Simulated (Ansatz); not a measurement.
Gas-phase electronic energies from Ansatz, PBE0-D4/def2-TZVP geometries. CCSD(T)/CBS is the MP2 limit (def2-TZVPP, def2-QZVPP) plus CCSD(T) − MP2 in def2-TZVPP, frozen cores. This one scheme is used for every species. Functionals use def2-TZVPP. For Ge outer-core shells are correlated without core-valence functions, which leaves a few kJ/mol of doubt a bond. Scalar relativity is left out up to krypton. One conformer a species, not always the lowest.

Consider the ligand exchange at a Ge–C bond: `[NH2][GeH2][CH2]O` + `[NH2][GeH2][OH]` → `[NH2][GeH2][O][GeH2][NH2]` + CH₃OH.

`[NH2][GeH2][CH2]O`:

Z-matrix (Å, degrees):
```
Ge
C 1 1.972
N 1 1.860 2 99.6
H 1 1.538 2 113.1 3 -112.7
H 1 1.544 2 114.1 3 119.7
O 2 1.409 1 108.1 3 33.5
H 2 1.099 1 109.7 3 -88.7
H 2 1.092 1 111.2 3 152.7
H 3 1.011 1 114.7 2 97.4
H 3 1.010 1 114.5 2 -136.7
H 6 0.971 2 106.7 1 -31.8
```

`[NH2][GeH2][OH]`:

Cartesian coordinates in Å:
```
N -0.496 -0.153 1.299
Ge 0.388 -0.121 -0.289
O -0.164 1.373 -1.085
H -1.465 -0.433 1.279
H -0.017 -0.610 2.060
H 0.063 -1.282 -1.261
H 1.890 -0.055 0.036
H -0.198 1.283 -2.040
```

`[NH2][GeH2][O][GeH2][NH2]`:

Z-matrix (Å, degrees):
```
Ge
O 1 1.763
N 1 1.843 2 107.1
H 1 1.540 2 110.9 3 115.6
H 1 1.539 2 105.5 3 -122.2
Ge 2 1.788 1 124.4 3 -23.9
H 3 1.010 1 114.5 2 147.9
H 3 1.010 1 115.5 2 -84.8
N 6 1.825 2 114.0 1 -40.5
H 6 1.536 2 107.8 1 79.3
H 6 1.534 2 104.7 1 -159.3
H 9 1.011 6 112.8 2 60.2
H 9 1.010 6 115.5 2 -67.2
```

CH₃OH:

```xyz
6

C     0.081    0.345   -0.040
O     0.157   -0.951    0.510
H     0.802    0.962    0.497
H    -0.912    0.794    0.085
H     0.343    0.363   -1.105
H    -0.471   -1.513    0.053
```

| level | ΔE (kJ/mol) |
| --- | --- |
| B2PLYP | -79.5 |
| SCS-MP2/def2-TZVPP | -87.1 |

Question: What does CCSD(T)/CBS give? (Estimate.)

Answer: Ansatz gave: -76.8 kJ/mol. The listed levels differ from it by -2.7, -10.3 kJ/mol.

Largest T1 diagnostic among the species: 0.012.

From PBE to PBE0 (25 % exact exchange), in def2-TZVPP and without D4, ΔE moves by −6.2 kJ/mol. In def2-TZVPP, CCSD(T) changes the Hartree–Fock value by +19.6 kJ/mol (the triples alone add +1.3 kJ/mol) and MP2 by +18.5 kJ/mol.
